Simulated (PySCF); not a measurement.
Molecule: CH₆InNO₂, SMILES [NH2][In]([O]C)[OH]. Atoms near the plane z = 0.0 Å, at the CAM-B3LYP/def2-SVP optimised geometry (x, y, z in Å): In1 (-0.9, -0.3, 0.0), O2 (-1.8, -2.1, -0.2), H3 (-2.7, -2.0, -0.3), O4 (1.1, -0.3, 0.0), C5 (1.9, -1.4, 0.0), H6 (1.4, -2.3, -0.5), H7 (2.8, -1.2, -0.5), H8 (2.1, -1.8, 1.0), N9 (-1.9, 1.5, 0.0), H10 (-1.3, 2.3, 0.3), H11 (-2.8, 1.5, 0.4).

Method: CAM-B3LYP/def2-TZVP, def2 effective core potentials past Kr (PySCF). The core electrons that the potentials of In replace are not part of the density. Cells within 0.4 Å of a nucleus heavier than hydrogen are left out (blank, or x). The values are rescaled to run from 0 to 1.

```
|444444444444444444333333333|
|444444444444444443333333333|
|444444444444444443333333333|
|444444444454444443333333333|
|444444444555544433333333333|
|444444445787554433333333333|
|444444458999654433333333333|
|445556799999654333333333333|
|455689999999654332222333333|
|45569999xx99754321122233333|
|45568999x999975210012233333|
|455668999999996310011233333|
|555566799999999996112233333|
|5555668999xx9999x9622333333|
|5555668999xx999xx9975443333|
|555667899999999999999754333|
|555678899999999999x99964333|
|55568999999999799xx99954333|
|55679999xx98665799999644333|
|45569999xx94344699996443333|
|455679999941133588754443333|
|444555432000123445444433333|
|444443310000123334433333333|
|444433221111223333333333333|
|444333322222223333333333333|
|444333322222233333333333333|
|443333333223333333333333333|
```
Scale: ten equal steps from 0.000 (start of '0') to 1.00 (end of '9'), in the order '0123456789'; x runs from -5.00 to 5.00, y from -5.00 (bottom) to 5.00 (top).

Q: Which quantity is mapped?
A) electrostatic potential
B) Laplacian of the electron density
C) an orbital amplitude
D) electron localisation function

A: A, electrostatic potential. In full: electrostatic potential (hartree/e), clipped to [-0.08, 0.12].
